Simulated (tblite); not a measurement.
Species: C₈H₈ClP.
Structure used (GFN2-xTB), in Å, numbered top down from 1:
```xyz
18
C8H8ClP angstrom
Cl     3.1410    0.8927   -2.3905
C      2.1941    0.3454   -1.0446
C      2.8584   -0.1691    0.0567
C      2.1824   -0.6271    1.1663
P      0.4660   -0.6441    1.3878
C     -0.0581    0.0550   -0.1342
C     -1.5075    0.2301   -0.3578
C     -2.4808   -0.7733    0.2058
C     -2.4065    0.5905    0.7974
C      0.8154    0.4511   -1.1324
H      3.9384   -0.2093    0.0373
H      2.7663   -1.0171    1.9911
H     -1.7562    0.6616   -1.3206
H     -3.3420   -1.0367   -0.3893
H     -2.0646   -1.5947    0.7721
H     -1.9406    0.6977    1.7670
H     -3.2150    1.2826    0.6165
H      0.4006    0.8710   -2.0402
```

All values are computed: GFN2-xTB (tblite) harmonic vibrations without scaling, gas phase. The method is semi-empirical: single wavenumbers can be off by several per cent or more. One conformer, not necessarily the lowest.

Harmonic wavenumbers (cm⁻¹): 51.1, 117.3, 150.6, 155.2, 243.7, 290.6, 324.1, 333.4, 366.4, 507.0, 534.7, 558.6, 566.4, 705.9, 779.7, 799.2, 823.2, 859.4, 869.0, 873.4, 901.5, 948.4, 960.2, 1023.9, 1066.8, 1068.0, 1090.5, 1099.6, 1150.8, 1179.7, 1187.4, 1238.5, 1279.3, 1325.8, 1367.8, 1391.0, 1421.7, 1471.1, 1490.1, 1539.5, 3033.4, 3043.0, 3051.3, 3068.5, 3070.3, 3072.2, 3088.0, 3103.1.

A = 1979, B = 603.5, C = 479.7 MHz; mass 170.005 u (most abundant isotopes); point group Cs, symmetry number 1.

**Question.** Zero-point energy?

**Answer.** Half the sum of the wavenumbers: 29320 cm⁻¹ = 350.75 kJ/mol.

**Question.** Entropy at 298.15 K, 1 bar (ideal gas, RRHO, classical rotation)?

**Answer.** Translation 172.91, rotation 128.48, vibration 103.58: S = 405.0 J/(mol K).

**Question.** And Cp and H(298.15 K) − H(0)?

**Answer.** Cp = 157.05 J/(mol K), of which vibrations give 123.79 (their classical limit is 48 R = 399.1); H(298.15 K) − H(0) = 27.18 kJ/mol without the zero-point energy, 17.27 from vibrations.

**Question.** Blend soft modes into free rotors: weight 1/[1 + (100 cm⁻¹/ν̃)⁴] for the oscillator and the rest for a rotor with moment μB/(μ + B), μ = h/(8π²ν), B = 10⁻⁴⁴ kg m². What vibrational entropy results?

**Answer.** 97.86 J/(mol K) in place of 103.58, which changes −T·S at 298.15 K by +1.71 kJ/mol.

**Question.** What must be added to the electronic energy to get the Gibbs energy at 298.15 K and 1 bar?

**Answer.** ZPE + [H(298.15 K) − H(0)] − T·S = 350.75 + 27.18 − 120.74 = 257.19 kJ/mol.

**Question.** How do the functions run with temperature in this model?

**Answer.** 
```tsv
T (K)	S (J/(mol K))	Cp (J/(mol K))	H − H(0) (kJ/mol)	G − H(0) (kJ/mol)	ln q(vib)
150	322.9	90.8	8.94	-39.50	2.17
250	379.3	134.6	20.16	-74.67	4.38
400	457.5	201.6	45.50	-137.50	7.92
600	552.5	266.6	92.82	-238.70	12.80
900	672.5	323.6	182.19	-423.10	19.87
```

q(vib) and H(0) count from the zero-point level.

**Question.** Which modes carry the vibrational entropy at 298.15 K?

**Answer.** 51.1 cm⁻¹: 19.98; 117.3 cm⁻¹: 13.16; 150.6 cm⁻¹: 11.15; 155.2 cm⁻¹: 10.91; 243.7 cm⁻¹: 7.43; 290.6 cm⁻¹: 6.15 J/(mol K); the other 42 give 34.81 together.

Hindered rotation and anharmonicity are outside this model. Other conformers, if any are populated, would add a mixing term that is left out.
